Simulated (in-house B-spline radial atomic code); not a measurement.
## OLYP excitations of Pr VI (Pr5+)

Method: OLYP. Computed with an all-electron radial atomic-structure program (B-spline basis): linear response of the closed shell [Kr] 4d10 5s2 5p6 with the functional's adiabatic kernel; scalar-relativistic (spin-free one-electron X2C), finite nucleus, no spin-orbit coupling, no double excitations, S, P, D and F terms only; shells from n = 3 respond. Only terms of natural parity with L up to 3 were computed.

Spin-orbit coupling is strong here, so these LS terms don't match observed levels.

Command:
```bash
python run_td.py task.json out
```
Settings (radii: box in bohr, nucleus in fm):
```
Z                        59
electrons                54
configuration            [Kr] 4d10 5s2 5p6
hamiltonian              x2c
method                   optx,lyp
box_radius               16.35
rms_radius               4.8919
intervals                70
```

Cost of the run: 3.7 s on 1 thread of Arm Neoverse N1, with other jobs on the host.

The lowest states, in the order of their Tamm-Dancoff energies; the method's threshold (minus the highest occupied level) is 77.01 eV. Labels give the largest channel, * marks a mixed state, and oscillator strengths are full-response dipole values. Semilocal kernels can invert the small singlet-triplet splittings of Rydberg terms. Energies in eV:

```json
{"state": "5p → 4f 3D", "full response": "5.770", "Tamm-Dancoff": "5.892", "oscillator strength": "-"}
{"state": "5p → 4f 1D", "full response": "?", "Tamm-Dancoff": "?", "oscillator strength": "-"}
{"state": "5p → 5d 3P", "full response": "?", "Tamm-Dancoff": "?", "oscillator strength": "-"}
```

Problem. Where does 5p → 4f 1D lie?

Solution. At 7.925 eV in full response, 8.079 eV in Tamm-Dancoff.

Problem. Where does 5p → 5d 3P lie?

Solution. At 25.897 eV in full response, 25.998 eV in Tamm-Dancoff.

Problem. How large is the singlet-triplet splitting of 5p → 4f (D terms) in Tamm-Dancoff?

Solution. 2.19 eV, from the unrounded values.

Problem. What polarisabilities and dispersion coefficient does the method give?

Solution. Dipole 4.551 bohr³, quadrupole 14.32 bohr⁵, C6 22.91 hartree·bohr⁶ for two such species.
